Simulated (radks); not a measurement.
The praseodymium ion Pr3+, 56 electrons, occupied as [Xe] 4f2. Calculated with a radial shooting solver on a logarithmic mesh with Libxc functionals: Dirac Kohn-Sham, PBE, spin-unpolarised, spherical densities, finite nucleus; open shells are shared between the two j in proportion to 2j + 1; Fermi nuclear charge, rms radius 4.8919 fm.

Spin-orbit splittings of the eigenvalues, e(l+1/2) - e(l-1/2), with zeta = 2 splitting/(2l+1) and mean radii in bohr:

| shell | occ. | splitting (eV) | zeta (eV) | <r> j=l-1/2 | <r> j=l+1/2 |
|---|---|---|---|---|---|
| 2p | 6 | 482.2 | 321.5 | 0.08605 | 0.09236 |
| 3p | 6 | 95.52 | 63.68 | 0.2617 | 0.2740 |
| 3d | 10 | 20.58 | 8.232 | 0.2452 | 0.2491 |
| 4p | 6 | 20.68 | 13.79 | 0.6387 | 0.6662 |
| 4d | 10 | 3.652 | 1.461 | 0.7173 | 0.7270 |
| 4f | 2 | 0.4006 | 0.1145 | 1.008 | 1.018 |
| 5p | 6 | 3.129 | 2.086 | 1.629 | 1.702 |
